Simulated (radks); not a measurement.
Spherical jellium clusters: N electrons in a uniform positive sphere of charge N and radius rs N^(1/3), rs = 5.74 bohr. Method: non-relativistic Kohn-Sham, LDA (Slater exchange, Perdew-Wang correlation), spin-polarised, spherical densities; computed with a radial shooting solver with Libxc functionals. Levels are named by radial order and angular momentum (1s, 1p, 1d, 2s, ...), and open shells are averaged over m.

N = 21, configuration 1s2 1p6 1d10 2s2 1f(up 1, down 0). This is the lowest configuration that the search found. Occupied and some empty levels:

level    occupation  eigenvalue (eV)  <r> (bohr)
1s up             1          -3.3287       10.47
1s down           1          -3.2987       10.36
1p up             3          -3.0111       11.73
1p down           3          -2.9737       11.68
1d up             5          -2.5604       12.65
1d down           5          -2.5192       12.63
2s up             1          -2.1497       9.559
2s down           1          -2.1339       9.611
1f up             1          -2.0023       13.45
1f down           0          -1.9598       13.45
2p up             0          -1.4807       11.66
2p down           0          -1.4621       11.67
1g up             0          -1.3577       14.23
1g down           0          -1.3158       14.25
2d up             0         -0.83249       13.96
2d down           0         -0.81232       13.99

Energy (eV): total -37.2646, kinetic 18.928, external -906.70, Hartree 452.62, exchange-correlation -56.771, background 454.66.
